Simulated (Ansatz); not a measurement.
A nudged elastic band was laid between two geometries of Ge2H6O + H5NSi (16 atoms, charge 0, multiplicity 1).

All numbers below come from RKS PBE/def2-SVP (Ansatz).

```
movable images  : 2
climbing image  : no
spring          : 5.0 eV/Å²
optimiser       : quadratic models (default)
start path      : through a guess of the saddle point
force threshold : 0.05 eV/Å
iteration limit : 60
end points      : relaxed
```

Initial state:

```xyz
16
Properties=species:S:1:pos:R:3
Ge -0.415 -0.591 0.161
O 0.303 0.118 1.696
H -0.408 0.308 2.338
H 0.845 -1.136 -0.565
Ge -1.648 1.074 -1.151
H -2.832 0.340 -1.853
H -2.246 2.155 -0.216
H -0.767 1.727 -2.241
H -1.325 -1.786 0.592
N 0.992 2.648 0.334
H 1.858 2.542 -0.204
Si 0.604 4.265 0.879
H 0.616 5.183 -0.314
H -0.775 4.228 1.483
H 1.522 4.877 1.917
H 0.915 1.871 1.015
```

Final state:

```xyz
16
Properties=species:S:1:pos:R:3
Ge 0.467 0.820 -0.768
O -0.943 0.625 2.191
H -1.652 1.252 2.423
H 1.059 1.336 -2.119
Ge -1.977 0.813 -0.774
H -2.539 -0.483 -0.148
H -2.526 2.059 -0.031
H -2.467 0.904 -2.251
H 1.080 -0.571 -0.457
N 1.079 1.936 0.643
H 1.946 1.566 1.053
Si 1.017 3.699 0.571
H 2.017 4.327 -0.371
H -0.363 4.072 0.104
H 1.264 4.252 1.949
H -0.221 1.216 1.855
```

Problem. Which bonds break or form, and what moves?

Solution. Bonds broken: Ge1–O2, N10–H16. Bonds formed: Ge1–N10, O2–H16. Ge2H6O + H5NSi becomes Ge2H9NSi + H2O.

Problem. Give the energies along the band, and the barrier.

Solution. It converged. The highest image is number 2 of 0 to 3, 0.227 eV above the first end and 0.105 eV above the last; the last end lies 0.122 eV above the first. No image climbed, so the highest image needn't sit at the top of the path. A band with more images between the same ends climbed to 1.09 eV, so this one has probably stepped over the top. So few images can step over the top or miss a turn of the path. The orbitals stay closed-shell, which can raise the energy where a bond breaks towards radicals; this wasn't checked here.

| image | path coordinate (Å) | energy (eV) | Ge1–O2 (Å) | N10–H16 (Å) | Ge1–N10 (Å) |
| --- | --- | --- | --- | --- | --- |
| 0 | 0.00 | 0.000 | 1.84 | 1.04 | 3.53 |
| 1 | 3.78 | 0.073 | 1.83 | 1.03 | 3.83 |
| 2 | 7.57 | 0.227 | 3.07 | 1.97 | 1.90 |
| 3 | 11.35 | 0.122 | 3.28 | 1.92 | 1.90 |

Problem. What is the geometry of the highest image?

Solution. 
```xyz
16
Properties=species:S:1:pos:R:3
Ge 0.454 0.548 -0.568
O -0.852 0.616 2.209
H -1.455 1.345 2.439
H 1.327 0.487 -1.862
Ge -1.843 1.225 -1.047
H -2.798 0.010 -0.955
H -2.315 2.309 -0.044
H -1.940 1.826 -2.478
H 0.545 -0.833 0.134
N 1.203 1.836 0.603
H 2.171 1.622 0.872
Si 0.790 3.549 0.641
H -0.060 3.902 -0.551
H -0.008 3.902 1.876
H 2.041 4.388 0.640
H -0.020 1.091 1.961
```

The run took 48 s on 4 threads of AMD EPYC 9R45 96-Core Processor (Zen 5), with other jobs on the host, peak memory 0.29 GiB.
